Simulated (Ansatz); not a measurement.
**Cost against result**

Saddle point of BHBrOF, singlet (BHBrOF ([OH][B]([F])[Br]) → BOF + HBr; bonds formed: Br2–H4; bonds broken: B1–Br2, O3–H4), PBE0-D4/def2-TZVP structure:

| atom | x (Å) | y (Å) | z (Å) |
| --- | --- | --- | --- |
| B1 | -0.4263 | 0.4722 | 0.3325 |
| Br2 | 1.2464 | -1.3455 | -0.0412 |
| O3 | -0.6018 | 0.6155 | -0.8934 |
| H4 | 0.3579 | -0.4230 | -0.9843 |
| F5 | -0.5763 | 0.6808 | 1.5863 |

Barriers are electronic and count from the start structure reached by relaxing down the imaginary mode.

Ansatz 0.2.0; basis: as named in each row; cores frozen in the correlated methods. Filled d shells of the heavier atoms are correlated. The def2 sets are not built for correlating such inner shells, so the correlated values are less sure here. B3LYP uses VWN-RPA correlation. Extrapolation: Hartree–Fock as exp(−7.88 √X), correlation as X^−2.97.

Times are rough, for one single point on 2 threads of a shared host (Arm Neoverse V2).

The estimate by CCSD(T) at an estimated basis limit (MP2 extrapolated from triple and quadruple zeta, plus CCSD(T) − MP2 in triple zeta) is 228.5 kJ/mol.

| method | basis | time (s) | barrier (kJ/mol) | method less estimate |
| --- | --- | --- | --- | --- |
| SPW92 | def2-TZVPP | under 1 | 195.4 | -33.1 |
| PBE-D4 | def2-TZVPP | 2 | 195.8 | -32.7 |
| BLYP-D4 | def2-TZVPP | 2 | 191.9 | -36.6 |
| B3LYP-D4 | def2-TZVPP | 2 | 214.3 | -14.2 |
| PBE0-D4 | def2-TZVPP | 2 | 221.7 | -6.8 |
| BHLYP-D4 | def2-TZVPP | 2 | 242.9 | 14.4 |
| CAM-B3LYP-D4 | def2-TZVPP | 3 | 226.2 | -2.3 |
| r2SCAN-D4 | def2-TZVPP | 3 | 213.1 | -15.4 |
| RPA on PBE | def2-TZVPP | 3 | 225.3 | -3.3 |
| r2SCAN0-D4 | def2-TZVPP | 4 | 230.7 | 2.2 |
| B2PLYP | def2-TZVPP | 4 | 219.4 | -9.1 |
| PBE-QIDH | def2-TZVPP | 4 | 234.4 | 5.9 |
| wB97X-V | def2-TZVPP | 6 | 233.2 | 4.7 |
| B97M-V | def2-TZVPP | 7 | 226.3 | -2.2 |
| wB97M-V | def2-TZVPP | 8 | 225.6 | -2.9 |
| MP2 | def2-QZVPP | 11 | 221.4 | -7.1 |
| CCSD(T) | def2-TZVPP | 45 | 230.5 | 2.0 |

All methods are single points on the PBE0-D4 structures.

T1 diagnostic: at most 0.013.

Labels in which every atom is bracketed show which atoms are joined, not bond orders.
